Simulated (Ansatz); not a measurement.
One change: `[CH3][GaH][NH2]` becomes `[CH3][Ga]([NH2])[SH]`.

Ansatz, PBE0-D4/def2-TZVP geometries, multiplicity 1. Each molecule was computed in one conformer, which needn't be the lowest.

Scalar relativity is left out up to krypton.

```
                                          property  `[CH3][GaH][NH2]`
                HOMO energy (PBE0/def2-TZVPP) / eV              -7.18
           HOMO–LUMO gap (ωB97M-V/def2-TZVPP) / eV              10.97
              HOMO–LUMO gap (PBE0/def2-TZVPP) / eV               6.92
             HOMO–LUMO gap (B3LYP/def2-TZVPP) / eV               6.41
size of the dipole moment (ωB97M-V/def2-TZVPP) / D               0.76
               HOMO energy (B3LYP/def2-TZVPP) / eV              -6.96
```

(1) What does the change do to each property? (Best estimate.)

Answers

(1) Ansatz gave: 
```csv
property,`[CH3][Ga]([NH2])[SH]`,shift
HOMO energy (PBE0/def2-TZVPP) / eV,-7.01,0.17
HOMO–LUMO gap (ωB97M-V/def2-TZVPP) / eV,10.97,0.00
HOMO–LUMO gap (PBE0/def2-TZVPP) / eV,7.05,0.13
HOMO–LUMO gap (B3LYP/def2-TZVPP) / eV,6.55,0.14
size of the dipole moment (ωB97M-V/def2-TZVPP) / D,2.09,1.33
HOMO energy (B3LYP/def2-TZVPP) / eV,-6.76,0.20
```

With PBE0 the HOMO rises by 0.17 eV and the LUMO rises by 0.31 eV, so the gap widens by about 0.14 eV. PBE moves the HOMO by 0.15 eV and ωB97M-V by 0.32 eV. Dipoles are sizes alone; their direction can turn.

B3LYP here is the variant with VWN-RPA as its local correlation; programs differ in this.
